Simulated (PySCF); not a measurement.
`C1=C[C@H](C)C=C(C)C1`, C$_{8}$H$_{12}$

Geometry:
| atom | x (Å) | y (Å) | z (Å) |
| --- | --- | --- | --- |
| C1 | -2.338 | 1.084 | -0.692 |
| C2 | -1.084 | 0.306 | -0.430 |
| C3 | 0.114 | 0.738 | -0.790 |
| C4 | 1.399 | 0.010 | -0.532 |
| C5 | 2.270 | 0.811 | 0.450 |
| C6 | 1.158 | -1.368 | 0.005 |
| C7 | -0.029 | -1.814 | 0.370 |
| C8 | -1.284 | -1.007 | 0.272 |
| H9 | -3.019 | 0.508 | -1.320 |
| H10 | -2.853 | 1.297 | 0.244 |
| H11 | -2.118 | 2.025 | -1.190 |
| H12 | 0.217 | 1.691 | -1.293 |
| H13 | 1.957 | -0.070 | -1.476 |
| H14 | 2.473 | 1.803 | 0.055 |
| H15 | 1.753 | 0.914 | 1.402 |
| H16 | 3.217 | 0.302 | 0.621 |
| H17 | 2.036 | -1.994 | 0.101 |
| H18 | -0.145 | -2.816 | 0.764 |
| H19 | -1.677 | -0.824 | 1.280 |
| H20 | -2.051 | -1.588 | -0.254 |

Computed with GIAO PBE/pcSseg-1 magnetisability, rotational g tensor and spin-rotation constants, non-relativistic, gas phase (PySCF 2.14.0). Geometry: GFN2-xTB.

Task: Give the nuclear spin-rotation constants along the inertial axes (H = +C I·J) beside the isotropic shieldings.

Result: Rotational constants 3.2221, 1.7755, 1.2607 GHz. A star marks the isotopologue with that one atom substituted, in its own axes.
| atom | isotope | Caa (kHz) | Cbb (kHz) | Ccc (kHz) | mean (kHz) | σ (ppm) |
| --- | --- | --- | --- | --- | --- | --- |
| H9 | 1H | -0.152 | -0.144 | -0.075 | -0.124 | 29.9 |
| H10 | 1H | -0.276 | -0.197 | 0.012 | -0.154 | 29.8 |
| H11 | 1H | -0.339 | 0.056 | -0.142 | -0.142 | 29.9 |
| H12 | 1H | -0.317 | 0.168 | -0.139 | -0.096 | 25.9 |
| H13 | 1H | -0.252 | -0.163 | 0.010 | -0.135 | 28.6 |
| H14 | 1H | -0.358 | 0.054 | -0.144 | -0.149 | 30.4 |
| H15 | 1H | -0.322 | -0.201 | 0.013 | -0.170 | 30.9 |
| H16 | 1H | 0.057 | -0.173 | -0.146 | -0.087 | 30.4 |
| H17 | 1H | 0.196 | -0.105 | -0.140 | -0.017 | 25.6 |
| H18 | 1H | -0.331 | 0.179 | -0.137 | -0.097 | 25.7 |
| H19 | 1H | -0.313 | -0.174 | 0.033 | -0.151 | 28.8 |
| H20 | 1H | -0.107 | -0.109 | -0.095 | -0.104 | 28.9 |
| C1 | 13C* | 0.460 | 0.284 | 0.231 | 0.325 | 154.8 |
| C2 | 13C* | 1.309 | 0.759 | 0.194 | 0.754 | 46.3 |
| C3 | 13C* | 1.107 | 0.770 | 0.240 | 0.706 | 51.1 |
| C4 | 13C* | 0.659 | 0.339 | 0.186 | 0.395 | 143.1 |
| C5 | 13C* | 0.500 | 0.288 | 0.200 | 0.329 | 157.2 |
| C6 | 13C* | 1.308 | 0.739 | 0.208 | 0.752 | 45.7 |
| C7 | 13C* | 1.112 | 0.794 | 0.200 | 0.702 | 53.5 |
| C8 | 13C* | 0.632 | 0.316 | 0.201 | 0.383 | 145.0 |

For the geometry as given, no vibrational averaging.

Task: How do the rotational constants and the g tensor change when H9, H10, H11, H12, H13, H14, H15, H16, H17, H18, H19, H20 are replaced by deuterium?

Result: Constants 2.5696, 1.4382, 1.0338 GHz; g -0.0208, -0.0150, -0.0014, against -0.0261, -0.0185, -0.0017 before.
